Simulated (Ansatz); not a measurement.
**Molecular dynamics of H6C2O**

Input:

```yaml
crystal:
  lattice:
    - [7.529072, 0.0, 0.0]
    - [0.0, 7.529072, 0.0]
    - [0.0, 0.0, 7.529072]
  atoms:
    - { symbol: C, position: [0.7806928, 0.90829375, 0.7803184] }
    - { symbol: C, position: [0.91683856, 1.04128355, 0.72024995] }
    - { symbol: O, position: [1.07457085, 1.01211672, 0.82373977] }
    - { symbol: H, position: [1.16404331, 1.09510147, 0.78308242] }
    - { symbol: H, position: [0.94460773, 1.02129425, 0.57763162] }
    - { symbol: H, position: [0.86881174, 1.17875054, 0.73647313] }
    - { symbol: H, position: [0.65673194, 0.92178262, 0.70471691] }
    - { symbol: H, position: [0.83419226, 0.77587364, 0.75387098] }
    - { symbol: H, position: [0.75039438, 0.91888099, 0.9229884] }
    - { symbol: C, position: [1.00146321, 0.30297142, 0.29001125] }
    - { symbol: C, position: [0.8555536, 0.28486081, 0.1535686] }
    - { symbol: O, position: [0.69822537, 0.2229389, 0.24189231] }
    - { symbol: H, position: [0.60654556, 0.20590473, 0.15262463] }
    - { symbol: H, position: [0.8290361, 0.41502634, 0.09135186] }
    - { symbol: H, position: [0.8958892, 0.19179232, 0.04824054] }
    - { symbol: H, position: [1.12268984, 0.34819548, 0.22456215] }
    - { symbol: H, position: [0.96552265, 0.39896545, 0.39381616] }
    - { symbol: H, position: [1.02922708, 0.17447784, 0.35256648] }
    - { symbol: C, position: [0.27425469, 0.64595594, 0.02818064] }
    - { symbol: C, position: [0.37936945, 0.56699069, 0.1807452] }
    - { symbol: O, position: [0.55743526, 0.63140762, 0.16965941] }
    - { symbol: H, position: [0.62633074, 0.56903747, 0.26021712] }
    - { symbol: H, position: [0.31869019, 0.6036032, 0.30934987] }
    - { symbol: H, position: [0.37815918, 0.41977007, 0.17459181] }
    - { symbol: H, position: [0.13501844, 0.60386494, 0.03422463] }
    - { symbol: H, position: [0.27660286, 0.79131028, 0.03323809] }
    - { symbol: H, position: [0.32996652, 0.6035777, -0.09969708] }
    - { symbol: C, position: [0.54512428, 0.39078492, 0.61304993] }
    - { symbol: C, position: [0.65000253, 0.47498579, 0.76135724] }
    - { symbol: O, position: [0.83510363, 0.47273157, 0.71372853] }
    - { symbol: H, position: [0.90274283, 0.52842546, 0.80867599] }
    - { symbol: H, position: [0.60457488, 0.61176695, 0.78192063] }
    - { symbol: H, position: [0.62830974, 0.40601732, 0.88820968] }
    - { symbol: H, position: [0.40258323, 0.39905129, 0.64170234] }
    - { symbol: H, position: [0.56971827, 0.4630137, 0.48903101] }
    - { symbol: H, position: [0.58305501, 0.25191566, 0.59087948] }
basis:
  ecutwfc: 420.0
kpoints:
  mp_grid: { grid: [1, 1, 1] }
hamiltonian:
  xc: pbe
  dispersion: d3bj
scf:
  occupations: { method: fermi_dirac, width: 0.02 }
  lower_state_search: "off"
md:
  timestep: 0.75
  n_steps: 240
  ensemble: nvt_langevin
  temperature: 250.0
  initial_velocities: maxwell_boltzmann
  seed: 586211
  friction: 0.02
```

Command:

```bash
$ ansatz run input.yaml --threads 1 --pin off --max-ram 3072MiB --backend cpu --events-out ev --progress --plain --runs-dir out
```

It starts from a partly relaxed structure (largest force component 0.22 eV/Å).

Output, in part (step lines):

```
md step     0: t =     0.00 fs  T =   243.1 K  F+E_penalty+E_count = -4662.24744666 eV  E_kin = 1.131025 eV  (9 SCF iters)
md step     1: t =     0.75 fs  T =   233.6 K  F+E_penalty+E_count = -4662.16706825 eV  E_kin = 1.087107 eV  (8 SCF iters)
md step     2: t =     1.50 fs  T =   180.9 K  F+E_penalty+E_count = -4661.98136754 eV  E_kin = 0.841834 eV  (8 SCF iters)
md step     3: t =     2.25 fs  T =   140.1 K  F+E_penalty+E_count = -4661.80905137 eV  E_kin = 0.651967 eV  (8 SCF iters)
md step     4: t =     3.00 fs  T =   123.9 K  F+E_penalty+E_count = -4661.73496347 eV  E_kin = 0.576564 eV  (8 SCF iters)
md step     5: t =     3.75 fs  T =   133.0 K  F+E_penalty+E_count = -4661.76136102 eV  E_kin = 0.618815 eV  (6 SCF iters)
md step     6: t =     4.50 fs  T =   140.7 K  F+E_penalty+E_count = -4661.81364150 eV  E_kin = 0.654505 eV  (6 SCF iters)
md step     7: t =     5.25 fs  T =   137.9 K  F+E_penalty+E_count = -4661.81057524 eV  E_kin = 0.641780 eV  (6 SCF iters)
[... lines left out ...]
```

The steps, from the saved trajectory:

```tsv
time (fs)	T (K)	potential energy less start (eV)
0.0	243	0.000
6.0	121	0.509
12.0	194	0.374
18.0	168	0.593
24.0	172	0.614
30.0	146	0.745
36.0	205	0.646
42.0	196	0.830
48.0	238	0.667
54.0	252	0.583
60.0	268	0.579
66.0	286	0.621
72.0	253	0.750
78.0	242	0.707
84.0	210	0.879
90.0	201	0.851
96.0	179	0.926
102.0	200	0.828
108.0	223	0.886
114.0	185	1.024
120.0	253	0.661
126.0	237	0.655
132.0	225	0.681
138.0	252	0.587
144.0	204	0.699
150.0	266	0.580
156.0	206	0.843
162.0	261	0.622
168.0	223	0.679
174.0	187	0.789
180.0	213	0.812
```

All steps were run. A run of 0.18 ps of so small a system gives no equilibrium averages. Limits of this set-up: coarse k mesh.

Mean squared displacements from the first frame to the last, about the centre of mass: C 0.27 Å², O 0.07 Å², H 1.10 Å².

Last frame:

```xyz
36
Lattice="7.5291 0.0000 0.0000 0.0000 7.5291 0.0000 0.0000 0.0000 7.5291" Properties=species:S:1:pos:R:3
C 5.761 6.699 6.200
C 6.532 7.766 5.483
O 7.839 7.647 6.017
H 8.361 8.430 5.710
H 6.502 7.590 4.439
H 6.161 8.751 5.661
H 4.691 6.723 5.987
H 6.091 5.671 6.017
H 5.904 6.851 7.304
C 7.048 3.045 2.097
C 6.381 1.889 1.471
O 4.958 2.073 1.673
H 4.404 1.332 1.404
H 6.681 1.752 0.367
H 6.731 0.932 1.933
H 8.150 2.803 2.129
H 7.016 3.950 1.393
H 6.651 3.296 3.072
C 1.807 5.190 0.201
C 2.808 4.013 0.549
O 4.001 4.595 1.036
H 4.623 3.859 1.122
H 2.398 3.316 1.250
H 2.984 3.482 -0.413
H 0.865 4.744 -0.043
H 1.695 5.903 1.049
H 2.260 5.664 -0.638
C 3.914 3.467 4.633
C 4.926 3.556 5.780
O 6.294 3.471 5.338
H 6.862 4.179 5.630
H 4.909 4.429 6.408
H 4.674 2.671 6.459
H 2.903 3.757 5.035
H 4.025 4.115 3.764
H 3.884 2.463 4.182
```

The run took 7.5 min on 1 thread of Arm Neoverse V2 (shared host), peak memory 0.44 GiB.
